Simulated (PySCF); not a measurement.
**Electron correlation in Kr³⁺ (krypton, charge +3)**

[Ar] 3d10 4s2 4p3, high-spin 4S determinant. All numbers are calculated (PySCF 2.14, the spin-free X2C one-electron Hamiltonian (Gaussian nucleus), in x2c-TZVPall (6s5p4d1f, 48 functions)). Frozen: [Ar] 3d10; 5 electrons correlated.

MP2 pair energies summed by pair of shells (mhartree):

| pair | energy | share (%) |
| --- | --- | --- |
| 4s-4p | -54.86 | 67.2 |
| 4p-4p | -18.33 | 22.5 |
| 4s-4s | -8.45 | 10.4 |

Total MP2 correlation energy: -81.65 mhartree.

Same-spin part -21.27 and opposite-spin part -60.38 mhartree; SCS-MP2 scales them by 1/3 and 6/5 to -79.54 mhartree.

```csv
level,correlation energy (mhartree)
CCSD,-96.80
(T),-2.17
CCSD(T),-98.97
```

Diagnostics: T1 = 0.0012, D1 = 0.0024, largest double amplitude 0.049.

Cost of the coupled-cluster step: 0.54 s of wall time on 1 thread of Neoverse-V1 (shared host), for 5 correlated electrons.

Iterations:

```
CC2 = 0
CCSD nocc = (np.int64(4), np.int64(1)), nmo = (34, 34)
frozen orbitals [[0, 1, 2, 3, 4, 5, 6, 7, 8, 9, 10, 11, 12, 13], [0, 1, 2, 3, 4, 5, 6, 7, 8, 9, 10, 11, 12, 13]]
max_cycle = 100
direct = 0
conv_tol = 1e-08
conv_tol_normt = 1e-06
diis_space = 8
diis_start_cycle = 0
Init t2, MP2 energy = -0.0816455443842239
Init E_corr(UCCSD) = -0.0816455443843729
cycle = 1  E_corr(UCCSD) = -0.0939271473916753  dE = -0.012281603  norm(t1,t2) = 0.0290222
cycle = 2  E_corr(UCCSD) = -0.0961080828162226  dE = -0.00218093542  norm(t1,t2) = 0.00722261
cycle = 3  E_corr(UCCSD) = -0.096816250550074  dE = -0.000708167734  norm(t1,t2) = 0.00227502
cycle = 4  E_corr(UCCSD) = -0.0968011707922597  dE = 1.50797578e-05  norm(t1,t2) = 0.00023864
cycle = 5  E_corr(UCCSD) = -0.0968007151593604  dE = 4.55632899e-07  norm(t1,t2) = 1.65605e-05
cycle = 6  E_corr(UCCSD) = -0.0968006610673256  dE = 5.40920348e-08  norm(t1,t2) = 1.37164e-06
cycle = 7  E_corr(UCCSD) = -0.0968006816773966  dE = -2.06100711e-08  norm(t1,t2) = 2.42096e-07
cycle = 8  E_corr(UCCSD) = -0.096800677690622  dE = 3.9867746e-09  norm(t1,t2) = 2.71279e-08
UCCSD converged
E(UCCSD) = -2785.679486447754  E_corr = -0.09680067769062203
UCCSD(T) correction = -0.00216504445074681
```
